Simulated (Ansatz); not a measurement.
Steps of a relaxation of `N[SiH]1OC[Se]1` with RKS PBE0-D4/def2-TZVP.

```sh
$ ansatz run in.yaml --threads 4 --pin off --events-out ev --progress --plain --max-ram 10444MiB
```

```yaml
crystal:
  periodic: [false, false, false]
  atoms:
    - {symbol: N, position_ang: [-1.135983, 0.864633, 1.404893]}
    - {symbol: Si, position_ang: [-0.694641, -0.238641, 0.172911]}
    - {symbol: O, position_ang: [0.905986, -0.852564, 0.164500]}
    - {symbol: C, position_ang: [1.393064, -0.433764, -1.092869]}
    - {symbol: Se, position_ang: [-0.136734, 0.662283, -1.859516]}
    - {symbol: H, position_ang: [-1.769877, 0.610938, 2.164104]}
    - {symbol: H, position_ang: [-0.664950, 1.758587, 1.553122]}
    - {symbol: H, position_ang: [-1.705388, -1.341897, 0.267701]}
    - {symbol: H, position_ang: [1.597451, -1.289290, -1.770570]}
    - {symbol: H, position_ang: [2.294173, 0.208714, -1.001376]}
basis:
  gaussian: {orbitals: def2-TZVP}
hamiltonian: {xc: pbe0, dispersion: d4}
relax: {f_tol: 0.005, max_steps: 150}
```

Positions (Å) and forces (eV/Å) along the path, 9 of 9 steps:

```xyz
10
step=1 energy=-77871.1467 eV
N    -1.136    0.865    1.405    0.109   -0.057    0.042
Si   -0.695   -0.239    0.173    0.682    0.063    0.195
O     0.906   -0.853    0.165   -0.885    0.469   -0.264
C     1.393   -0.434   -1.093    0.240    0.032   -0.304
Se   -0.137    0.662   -1.860    0.187   -0.402    0.545
H    -1.770    0.611    2.164    0.424    0.147   -0.507
H    -0.665    1.759    1.553   -0.309   -0.600   -0.106
H    -1.705   -1.342    0.268    0.254    0.247   -0.048
H     1.597   -1.289   -1.771   -0.165    0.449    0.430
H     2.294    0.209   -1.001   -0.537   -0.347    0.016
10
step=2 energy=-77871.2107 eV
N    -1.127    0.860    1.394    0.078   -0.134   -0.110
Si   -0.687   -0.231    0.169    0.505   -0.053    0.253
O     0.896   -0.841    0.167   -0.581    0.232   -0.007
C     1.382   -0.430   -1.088    0.052    0.039   -0.131
Se   -0.138    0.649   -1.840    0.073   -0.057    0.033
H    -1.748    0.602    2.147    0.095    0.033   -0.128
H    -0.661    1.743    1.544   -0.076   -0.139   -0.030
H    -1.684   -1.328    0.253    0.045    0.058   -0.010
H     1.581   -1.282   -1.748   -0.041    0.136    0.129
H     2.269    0.207   -0.993   -0.151   -0.114    0.002
10
step=3 energy=-77871.2247 eV
N    -1.115    0.851    1.389    0.025   -0.028   -0.023
Si   -0.675   -0.230    0.171    0.047   -0.030    0.073
O     0.885   -0.831    0.172   -0.100    0.037    0.035
C     1.372   -0.425   -1.084    0.042    0.024   -0.099
Se   -0.137    0.652   -1.841    0.005    0.001   -0.007
H    -1.741    0.596    2.133   -0.021    0.001    0.008
H    -0.659    1.735    1.536    0.000    0.023    0.009
H    -1.670   -1.322    0.249   -0.024   -0.011   -0.007
H     1.566   -1.278   -1.733    0.007   -0.025   -0.002
H     2.257    0.202   -0.988    0.020    0.008    0.012
10
step=4 energy=-77871.2255 eV
N    -1.113    0.850    1.393    0.018   -0.010    0.002
Si   -0.672   -0.230    0.174   -0.011   -0.014    0.020
O     0.886   -0.826    0.171   -0.008   -0.006    0.039
C     1.373   -0.425   -1.088    0.012    0.023   -0.053
Se   -0.137    0.651   -1.840    0.008    0.003   -0.019
H    -1.748    0.596    2.131   -0.010    0.006   -0.006
H    -0.661    1.736    1.540   -0.005    0.004    0.008
H    -1.671   -1.321    0.247   -0.007    0.000    0.002
H     1.567   -1.283   -1.733   -0.003   -0.006    0.000
H     2.261    0.201   -0.993    0.005    0.000    0.006
10
step=5 energy=-77871.2250 eV rejected
N    -1.098    0.840    1.410    0.115    0.037   -0.115
Si   -0.669   -0.225    0.176    0.034   -0.062    0.066
O     0.894   -0.808    0.176    0.008    0.057   -0.103
C     1.371   -0.421   -1.098    0.033   -0.067    0.112
Se   -0.143    0.639   -1.851   -0.015    0.014   -0.029
H    -1.799    0.617    2.089   -0.134   -0.051    0.127
H    -0.638    1.717    1.582    0.005    0.024   -0.012
H    -1.661   -1.322    0.255   -0.029    0.024   -0.020
H     1.565   -1.291   -1.727   -0.009    0.022   -0.007
H     2.260    0.204   -1.011   -0.008    0.002   -0.018
10
step=6 energy=-77871.2262 eV
N    -1.103    0.843    1.404   -0.002   -0.006    0.015
Si   -0.668   -0.230    0.178   -0.012   -0.006   -0.006
O     0.892   -0.818    0.173    0.016    0.008   -0.011
C     1.374   -0.424   -1.094    0.001   -0.015    0.016
Se   -0.139    0.646   -1.844   -0.005    0.004   -0.001
H    -1.776    0.606    2.113    0.006    0.004   -0.014
H    -0.655    1.731    1.557   -0.002    0.001    0.002
H    -1.668   -1.320    0.250   -0.001    0.007    0.001
H     1.565   -1.286   -1.732    0.002    0.004    0.002
H     2.263    0.201   -1.003   -0.003   -0.001   -0.004
10
step=7 energy=-77871.2263 eV
N    -1.096    0.839    1.413    0.001    0.002    0.006
Si   -0.665   -0.228    0.180    0.001   -0.009    0.002
O     0.897   -0.810    0.174   -0.001    0.011   -0.016
C     1.374   -0.424   -1.097    0.007   -0.009    0.032
Se   -0.141    0.642   -1.847   -0.005    0.001   -0.008
H    -1.796    0.612    2.098    0.002   -0.003   -0.002
H    -0.650    1.725    1.573    0.001    0.002   -0.002
H    -1.666   -1.317    0.252   -0.002    0.002   -0.002
H     1.564   -1.291   -1.730   -0.004    0.005   -0.006
H     2.263    0.202   -1.013    0.001   -0.002   -0.004
10
step=8 energy=-77871.2263 eV rejected
N    -1.094    0.836    1.416   -0.014    0.000   -0.005
Si   -0.666   -0.226    0.179    0.006    0.002   -0.002
O     0.897   -0.805    0.176    0.016   -0.008   -0.014
C     1.375   -0.424   -1.095   -0.012   -0.001   -0.004
Se   -0.140    0.638   -1.851   -0.008    0.003    0.006
H    -1.793    0.608    2.101   -0.003    0.005   -0.002
H    -0.653    1.726    1.573    0.007    0.004    0.004
H    -1.669   -1.313    0.248    0.004   -0.004    0.002
H     1.564   -1.293   -1.727   -0.002    0.000    0.005
H     2.263    0.202   -1.016    0.005   -0.001    0.010
10
step=9 energy=-77871.2264 eV
N    -1.096    0.838    1.413    0.000   -0.002    0.000
Si   -0.665   -0.228    0.180   -0.003    0.004    0.000
O     0.897   -0.809    0.175    0.003   -0.002    0.001
C     1.374   -0.424   -1.096    0.002    0.003   -0.001
Se   -0.141    0.641   -1.848    0.000    0.000    0.000
H    -1.796    0.611    2.098    0.000    0.001    0.001
H    -0.650    1.725    1.572   -0.001    0.000    0.000
H    -1.666   -1.317    0.251    0.000    0.000    0.001
H     1.563   -1.291   -1.729    0.001   -0.002    0.000
H     2.263    0.201   -1.013   -0.001   -0.001    0.000
```

It took 47 s on 4 threads of an Arm Neoverse V1 on a shared host, with 0.64 GiB of host memory at the peak.
